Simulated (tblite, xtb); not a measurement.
O$_{3}$Re, charge +1, singlet, at a GFN2-xTB geometry (such geometries of metal compounds can be far from the true shape) (the multiplicity is a formal guess). Base run: xtb with GFN1-xTB.

Here is a job for xtb.
```
$ xtb mol.xyz --gfn 1 --chrg 1 --json

# file mol.xyz
4

Re     0.09410804    -0.07891784    -0.12125114
O     -1.30913754    -0.85427840     0.30762000
O     -0.42814776     1.44831601    -0.50727999
O      0.85502242     0.14581715     1.33638946
```

Programs used: tblite, xtb; a row that names a program was run with it.

Variants of this job, named by their change:

| change | ΔE vs base (mEh) | HOMO-LUMO gap (eV) | G_solv (kcal/mol) | SCF cycles |
|---|---|---|---|---|
| base | 0.000 | 1.86 | - | 12 |
| program = tblite; method = gfn1 | 0.000 | - | - | - |
| etemp = 3000 | -1.159 | 1.89 | - | 12 |
| etemp = 10000 | … | … | - | 12 |
| alpb = methanol | -65.980 | 1.87 | -41.41 | 12 |
| alpb = toluene | … | … | … | 12 |
| acc = 30 | 0.000 | 1.86 | - | 9 |
| acc = 0.0001 | 0.000 | 1.86 | - | 13 |
| etemp = 1000 | 0.000 | 1.86 | - | 12 |
| alpb = ch2cl2 | … | 1.87 | … | 12 |

Question: Some entries are withheld; supply them.

Answer: 
- etemp = 10000, ΔE vs base (mEh): -70.409
- etemp = 10000, HOMO-LUMO gap (eV): 2.22
- alpb = toluene, ΔE vs base (mEh): -59.377
- alpb = toluene, HOMO-LUMO gap (eV): 1.88
- alpb = toluene, G_solv (kcal/mol): -37.32
- alpb = ch2cl2, ΔE vs base (mEh): -68.089
- alpb = ch2cl2, G_solv (kcal/mol): -42.74

ALPB and GBSA are two models with their own fitted parameters for each solvent, which aren't always the measured dielectric constant.
